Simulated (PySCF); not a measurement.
Basis-set dependence of population analyses: `CC(=O)[SiH](N)N`

Species: C2H8N2OSi.
Bonds: C1–C2, C2–O3 (double), C2–Si4, Si4–N5, Si4–N6. Hydrogens: H7, H8, H9 on C1; H10 on Si4; H11, H12 on N5; H13, H14 on N6.

PBE0 throughout (PySCF), one geometry, spherical d and f functions. The structure is a single PBE0-D3(BJ)/def2-SVP conformer in the gas phase; no vibrational or solvent corrections. Atoms taken as equivalent share a column and are averaged. The first 7 of 8 kinds of atom are listed.

Mulliken charges (e):

```csv
basis,functions,C1,C2,O3,Si4,N5/N6,H7/H8/H9,H10
STO-3G,42,-0.264,-0.001,-0.202,+0.870,-0.604,+0.088,-0.142
6-31G,74,-0.568,+0.111,-0.409,+1.062,-1.009,+0.199,-0.147
pcSseg-0,74,-0.691,-0.093,-0.463,+1.435,-1.074,+0.253,-0.108
6-31G*,104,-0.615,+0.235,-0.412,+0.725,-0.927,+0.202,-0.114
cc-pVDZ,128,-0.060,-0.055,-0.236,+0.444,-0.306,+0.063,-0.111
def2-SVP,128,-0.043,-0.122,-0.252,+0.609,-0.409,+0.062,-0.123
aug-cc-pVDZ,214,+0.276,+0.343,-0.604,+0.830,-0.383,-0.080,+0.264
"6-311+G(2d,p)",218,-0.766,+0.214,-0.399,+1.266,-0.864,+0.176,-0.087
def2-TZVP,240,-0.343,+0.138,-0.319,+0.455,-0.635,+0.137,-0.056
cc-pVTZ,296,-0.280,+0.094,-0.281,+0.347,-0.358,+0.107,-0.088
IGLO-III,299,-0.438,+0.176,-0.409,+1.073,-0.716,+0.136,-0.197
```

IAO charges (e):

```tsv
basis	functions	C1	C2	O3	Si4	N5/N6	H7/H8/H9	H10
STO-3G	42	-0.437	-0.036	-0.193	+0.983	-0.700	+0.143	-0.135
6-31G	74	-0.483	+0.111	-0.371	+0.932	-0.830	+0.169	-0.131
pcSseg-0	74	-0.477	+0.086	-0.355	+0.964	-0.806	+0.166	-0.140
6-31G*	104	-0.468	+0.128	-0.396	+1.042	-0.846	+0.160	-0.166
cc-pVDZ	128	-0.469	+0.132	-0.391	+1.030	-0.839	+0.159	-0.166
def2-SVP	128	-0.458	+0.124	-0.391	+1.045	-0.832	+0.156	-0.172
aug-cc-pVDZ	214	-0.477	+0.141	-0.411	+1.040	-0.870	+0.165	-0.161
6-311+G(2d,p)	218	-0.480	+0.135	-0.414	+1.074	-0.880	+0.166	-0.169
def2-TZVP	240	-0.480	+0.133	-0.413	+1.086	-0.879	+0.165	-0.174
cc-pVTZ	296	-0.482	+0.134	-0.409	+1.073	-0.873	+0.165	-0.171
IGLO-III	299	-0.481	+0.133	-0.414	+1.084	-0.883	+0.166	-0.172
```

Hirshfeld charges (e):

```csv
basis,functions,C1,C2,O3,Si4,N5/N6,H7/H8/H9,H10
STO-3G,42,-0.056,+0.030,-0.158,+0.504,-0.326,+0.022,-0.099
6-31G,74,-0.105,+0.080,-0.225,+0.379,-0.325,+0.050,-0.091
pcSseg-0,74,-0.118,+0.080,-0.215,+0.405,-0.321,+0.045,-0.100
6-31G*,104,-0.105,+0.082,-0.228,+0.347,-0.312,+0.049,-0.094
cc-pVDZ,128,-0.122,+0.076,-0.212,+0.376,-0.313,+0.049,-0.101
def2-SVP,128,-0.126,+0.083,-0.221,+0.381,-0.314,+0.049,-0.102
aug-cc-pVDZ,214,-0.135,+0.075,-0.224,+0.404,-0.325,+0.055,-0.089
"6-311+G(2d,p)",218,-0.127,+0.073,-0.229,+0.398,-0.320,+0.053,-0.090
def2-TZVP,240,-0.130,+0.076,-0.226,+0.390,-0.321,+0.053,-0.092
cc-pVTZ,296,-0.131,+0.078,-0.222,+0.392,-0.322,+0.053,-0.094
IGLO-III,299,-0.136,+0.078,-0.227,+0.396,-0.321,+0.054,-0.088
```

Some averages cover members that differ in this geometry, most widely: H7/H8/H9, Mulliken in aug-cc-pVDZ -0.163 to -0.029; N5/N6, Mulliken in aug-cc-pVDZ -0.404 to -0.363; N5/N6, Mulliken in 6-311+G(2d,p) -0.883 to -0.845 e.

**Question.** Which scheme is steadiest as the basis changes?

**Answer.** Largest range over the bases for any column: Hirshfeld 0.16 e, IAO 0.22 e, Mulliken 1.09 e. Hirshfeld charges move least and Mulliken charges most, counted in e. Without the minimal STO-3G basis the ranges are Hirshfeld 0.06, IAO 0.15, Mulliken 1.09 e.

**Question.** How much do the charges still move between the two largest bases, cc-pVTZ and IGLO-III?

**Answer.** At most, over all atoms: Mulliken 0.725 e, IAO 0.011 e, Hirshfeld 0.007 e.

**Question.** What do the same runs give for the total energy, the frontier levels and the dipole moment?

**Answer.** 
```json
{"basis": "STO-3G", "energy (Eh)": "-548.0577", "HOMO (eV)": "-2.92", "LUMO (eV)": "2.95", "μ (D)": "1.84"}
{"basis": "6-31G", "energy (Eh)": "-554.7244", "HOMO (eV)": "-6.20", "LUMO (eV)": "-0.63", "μ (D)": "2.79"}
{"basis": "pcSseg-0", "energy (Eh)": "-553.9006", "HOMO (eV)": "-6.31", "LUMO (eV)": "-0.76", "μ (D)": "2.94"}
{"basis": "6-31G*", "energy (Eh)": "-554.8392", "HOMO (eV)": "-6.10", "LUMO (eV)": "-0.47", "μ (D)": "2.67"}
{"basis": "cc-pVDZ", "energy (Eh)": "-554.8761", "HOMO (eV)": "-6.12", "LUMO (eV)": "-0.55", "μ (D)": "2.60"}
{"basis": "def2-SVP", "energy (Eh)": "-554.5828", "HOMO (eV)": "-6.21", "LUMO (eV)": "-0.63", "μ (D)": "2.70"}
{"basis": "aug-cc-pVDZ", "energy (Eh)": "-554.9087", "HOMO (eV)": "-6.46", "LUMO (eV)": "-1.02", "μ (D)": "2.69"}
{"basis": "6-311+G(2d,p)", "energy (Eh)": "-554.9737", "HOMO (eV)": "-6.49", "LUMO (eV)": "-1.03", "μ (D)": "2.75"}
{"basis": "def2-TZVP", "energy (Eh)": "-554.9974", "HOMO (eV)": "-6.42", "LUMO (eV)": "-0.91", "μ (D)": "2.73"}
{"basis": "cc-pVTZ", "energy (Eh)": "-554.9890", "HOMO (eV)": "-6.37", "LUMO (eV)": "-0.84", "μ (D)": "2.67"}
{"basis": "IGLO-III", "energy (Eh)": "-555.0054", "HOMO (eV)": "-6.46", "LUMO (eV)": "-0.98", "μ (D)": "2.73"}
```

The dipole is fixed by the density alone, so its range of 1.10 D shows that the density itself changes with the basis, not only its division among atoms.
